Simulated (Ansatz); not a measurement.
Geometry optimisation, RKS B3LYP-D4/def2-SVP in Ansatz 0.2.0.

Input file:

```yaml
crystal:
  periodic: [false, false, false]
  atoms:
    - { symbol: C, position_ang: [-1.1113, 0.0825, 0.73] }
    - { symbol: C, position_ang: [-0.1139, 0.4643, -0.3394] }
    - { symbol: B, position_ang: [1.3878, 0.318, 0.1498] }
    - { symbol: C, position_ang: [0.7292, -0.6659, -0.8606] }
    - { symbol: F, position_ang: [1.0744, -0.5263, -2.1832] }
    - { symbol: H, position_ang: [-1.3665, 1.0458, 1.3291] }
    - { symbol: H, position_ang: [-0.8077, -0.6915, 1.3986] }
    - { symbol: H, position_ang: [-2.0604, -0.1626, 0.2062] }
    - { symbol: H, position_ang: [-0.2992, 1.314, -1.009] }
    - { symbol: H, position_ang: [2.2151, 0.4583, 1.0513] }
    - { symbol: H, position_ang: [0.418, -1.6937, -0.4522] }
basis:
  gaussian: { orbitals: def2-SVP }
hamiltonian:
  xc: b3lyp
  dispersion: d4
relax:
  f_tol: 0.015
  max_steps: 40
```

Launched with:

```bash
$ ansatz run input.yaml --threads 2 --pin off --max-ram 3072MiB --backend cpu --events-out ev --progress --plain --runs-dir out
```

Question: Where does it end, and by what steps?

Answer: The run converged. After 14 steps the energy has fallen by 0.542 eV; H10 moved furthest, 0.68 Å.

```
step  energy less start (eV)  largest force component (eV/Å)  accepted
   0                  0.0000                           3.355       yes
   1                 -0.3920                           0.851       yes
   2                 -0.4614                           0.324       yes
   3                 -0.4797                           0.207       yes
   4                 -0.5017                           0.289       yes
   5                 -0.4864                           0.517        no
   6                 -0.5255                           0.148       yes
   7                 -0.5347                           0.175       yes
   8                 -0.5280                           0.329        no
   9                 -0.5296                           0.303        no
  10                 -0.5401                           0.074       yes
  11                 -0.5415                           0.061       yes
  12                 -0.5421                           0.022       yes
  13                 -0.5422                           0.023       yes
  14                 -0.5423                           0.005       yes
```

```xyz
11
Properties=species:S:1:pos:R:3
C -1.290 0.109 0.689
C -0.011 0.390 -0.072
B 1.507 0.277 0.161
C 0.790 -0.690 -0.787
F 0.925 -0.708 -2.157
H -1.505 0.909 1.415
H -1.208 -0.835 1.251
H -2.155 0.022 0.012
H -0.041 1.339 -0.651
H 2.496 0.821 0.553
H 0.558 -1.692 -0.393
```

Whether the end is a true minimum wasn't checked by a vibrational analysis.

Run time: 40 s on 2 threads of Arm Neoverse V1, with other jobs on the host, peak memory 0.18 GiB.
